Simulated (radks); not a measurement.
All-electron atom: the bismuth ion Bi2+ in [Hg] 7p1 (not the ground configuration). All-electron calculation, scalar-relativistic Kohn-Sham, OLYP, spin-polarised, spherical densities, finite nucleus; open shells are filled with parallel spins first (spin-orbit coupling, left out, can overturn this in heavy ions); Fermi nuclear charge, rms radius 5.5211 fm. Program: a radial shooting solver on a logarithmic mesh with Libxc functionals.

Unscreened Slater integrals over Kohn-Sham orbitals (hartree). They are taken over the spin-up orbitals. Empty in this configuration: 6p.

\begin{tabular}{lr}
integral & value \\ \hline
F0(7p,7p) & 0.16274 \\
F2(7p,7p) & 0.091204 \\
F0(7p,6s) & 0.20568 \\
G1(7p,6s) & 0.024236 \\
F0(7p,5d) & 0.21455 \\
F2(7p,5d) & 0.032250 \\
G1(7p,5d) & 0.0090158 \\
G3(7p,5d) & 0.0086091 \\
F0(7p,5p) & 0.21732 \\
F2(7p,5p) & 0.024893 \\
G0(7p,5p) & 0.0039429 \\
G2(7p,5p) & 0.0055634 \\
F0(7p,6p) & 0.19958 \\
F2(7p,6p) & 0.060625 \\
G0(7p,6p) & 0.012911 \\
G2(7p,6p) & 0.018269 \\
F0(6s,6s) & 0.44704 \\
F0(6s,5d) & 0.52570 \\
G2(6s,5d) & 0.11019 \\
F0(6s,5p) & 0.54754 \\
G1(6s,5p) & 0.044711 \\
F0(6s,6p) & 0.39259 \\
G1(6s,6p) & 0.24397 \\
F0(5d,5d) & 0.74271 \\
F2(5d,5d) & 0.39031 \\
F4(5d,5d) & 0.26157 \\
F0(5d,5p) & 0.82534 \\
F2(5d,5p) & 0.41991 \\
G1(5d,5p) & 0.51369 \\
G3(5d,5p) & 0.32046 \\
F0(5d,6p) & 0.43683 \\
F2(5d,6p) & 0.14366 \\
G1(5d,6p) & 0.054523 \\
G3(5d,6p) & 0.047451 \\
F0(5p,5p) & 0.94940 \\
F2(5p,5p) & 0.51249 \\
F0(5p,6p) & 0.44958 \\
F2(5p,6p) & 0.11200 \\
G0(5p,6p) & 0.019588 \\
G2(5p,6p) & 0.026684 \\
F0(6p,6p) & 0.35698 \\
F2(6p,6p) & 0.19480 \\
\end{tabular}

Derived for the open shells (J is the average intra-shell exchange parameter used in DFT+U). 7p: J = F2/5 = 0.01824 hartree.
